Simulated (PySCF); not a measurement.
Telling isomers of C₅H₁₁N₃Si apart by NMR

PySCF 2.14 calculation with shielding tensors at PBE0/pcSseg-1 (GIAO) and coordinates at the GFN2-xTB level; non-relativistic, gas phase, one averaged value for each set of equivalent atoms, a single conformation.

δ = σ(ref) − σ, references computed at the same level: $^{1}$H (σref 31.72) and $^{13}$C (σref 186.93) against TMS. Where no couplings were computed, multiplicities follow the n + 1 count of equivalent neighbours, and m marks all less simple cases (inequivalent or close neighbours, rings, F or P nearby). Shifts are as computed. Against solution values, carbons near 30 ppm lie about +3 ppm off and those near 130 ppm about +5 ppm. Of 1211 compounds with measured shifts, 218 miss one by over three times the rms of a fit or turn the order of signals round; such compounds aren't used in these exercises.

(1) Tabulate the signals of `C[Si](C)(C)n1cnnc1`, `CC(C)n1nncc1[SiH3]` and their relative energies.

(2) What is the quickest way to tell C[Si](C)(C)n1cnnc1 from CC(C)n1nncc1[SiH3]?

Results:

(1) 
| SMILES | carbon types | δC | δH | E rel. (kcal/mol) |
| --- | --- | --- | --- | --- |
| C[Si](C)(C)n1cnnc1 | 2×CH 3×CH3 | 145.3, 0.7 | 7.79 (s, 2H), 0.43 (s, 9H) | 0.0 |
| CC(C)n1nncc1[SiH3] | 1×C 2×CH 2×CH3 | 145.6, 127.3, 54.7, 26.4 | 7.81 (s, 1H), 4.51 (s, 3H), 4.41 (sept, 1H), 1.76 (d, 6H) | 46.8 |

Energies are electronic energies at PBE0/pcSseg-1 on these geometries, without zero-point or thermal terms, each for the one conformer computed, which needn't be the lowest.

(2) Count the carbon signals: 2 against 4. The first has a methyl carbon bonded to Si (CH3) at 0.7 ppm, the second a substituted aromatic carbon next to a ring nitrogen (C) at 127.3 ppm. Their most deshielded carbons lie at 145.3 and 145.6 ppm.
